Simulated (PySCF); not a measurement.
C2H8B3NO3.
Z-matrix (Å and degrees, PBE0-D3(BJ)/def2-SVP geometry), rows numbered from 1:
```
C 
N   1  1.4416
C   2  1.4412  1  115.13
B   2  1.3990  1  122.36  3  -179.75
O   4  1.3909  2  120.67  1     0.51
B   5  1.3606  4  120.68  2  -179.97
O   6  1.3735  5  119.99  4     0.15
B   7  1.3742  6  120.26  5    -0.49
O   8  1.3603  7  120.03  6     0.58
H   1  1.1052  2  111.18  3    59.68
H   1  1.0967  2  110.17  3   179.92
H   1  1.1050  2  111.12  3   -59.86
H   3  1.0966  2  110.19  1   179.85
H   3  1.1051  2  111.17  1    59.61
H   3  1.1052  2  111.12  1   -59.89
H   6  1.2041  5  120.18  4  -179.85
H   8  1.2040  7  119.77  6  -179.37
```

All values: B3LYP/def2-SVPD (PySCF, non-relativistic), on one gas-phase PBE0-D3(BJ)/def2-SVP geometry that isn't relaxed in the solvent. The solvent is an IEF-PCM continuum (Bondi radii, 1.10 Å for H, scaled by 1.2), and excitations are vertical TDDFT with non-equilibrium linear response and a frozen core. The model holds no explicit solvent molecules, cavitation or dispersion.

Gas-phase singlets (H = HOMO, L = LUMO):

```csv
state,E (eV),λ (nm),f,leading configurations
S1,5.667,219,0.001,H→L 100%
S2,5.980,207,0.005,H→L+1 98%
S3,6.654,186,0.248,H→L+2 99%
S4,6.852,181,0.023,H→L+3 94%
S5,7.033,176,0.000,H→L+4 95%
```

Give the list for acetone (ε = 20.49), n² = 1.85.

| state | E (eV) | λ (nm) | f | leading configurations | change by rank (eV) |
| --- | --- | --- | --- | --- | --- |
| S1 | 5.441 | 228 | 0.001 | H→L 100% | -0.226 |
| S2 | 5.937 | 209 | 0.004 | H→L+1 96% | -0.043 |
| S3 | 6.433 | 193 | 0.274 | H→L+2 99% | -0.221 |
| S4 | 6.802 | 182 | 0.018 | H→L+3 90% | -0.050 |
| S5 | 6.922 | 179 | 0.000 | H→L+4 95% | -0.111 |

The ground-state energy changes by -0.105 eV from gas to acetone. By how much does the total energy of gas-phase S3 change?

E(S3) = E(S0) + excitation energy, so it changes by -0.105 − 0.221 = -0.326 eV: it is lowered more than the ground state, which is what a red shift means. This is the vertical state, with the slow part of the continuum still set for S0.

How do the frontier levels move from gas to acetone?

| orbital | gas (eV) | solvent (eV) | change (eV) | Löwdin shares, gas | Löwdin shares, solvent |
| --- | --- | --- | --- | --- | --- |
| LUMO+2 | 0.30 | 0.31 | +0.01 | O7 19 %, B6 16 %, B8 15 %, B4 14 % | O7 20 %, B6 16 %, B8 16 %, B4 12 % |
| LUMO+1 | -0.02 | 0.11 | +0.13 | B4 31 %, B8 14 %, B6 14 %, C3 8 % | B4 29 %, B8 19 %, B6 19 %, C3 6 % |
| LUMO | -0.49 | -0.53 | -0.04 | B8 27 %, B6 27 %, O7 13 %, O9 10 % | B8 27 %, B6 27 %, O7 13 %, O9 10 % |
| HOMO | -6.93 | -6.73 | +0.20 | N2 49 %, C3 8 %, C1 8 %, B4 8 % | N2 49 %, C3 9 %, C1 9 %, B4 8 % |
| HOMO-1 | -8.94 | -8.99 | -0.05 | O5 24 %, O9 24 %, B6 10 %, B8 10 % | O5 25 %, O9 24 %, B6 9 %, B8 9 % |
| HOMO-2 | -9.43 | -9.54 | -0.11 | O7 49 %, O5 10 %, O9 10 %, B6 8 % | O7 47 %, O5 10 %, O9 10 %, B6 8 % |
| HOMO-3 | -10.29 | -10.17 | +0.12 | O7 50 %, O5 15 %, O9 10 %, B6 6 % | C1 22 %, C3 22 %, H11 12 %, H13 12 % |

The HOMO–LUMO gap goes from 6.43 to 6.21 eV. Rows go by rank; for HOMO-3 the atom shares or the degeneracy differ between the runs, so the row needn't follow one orbital.
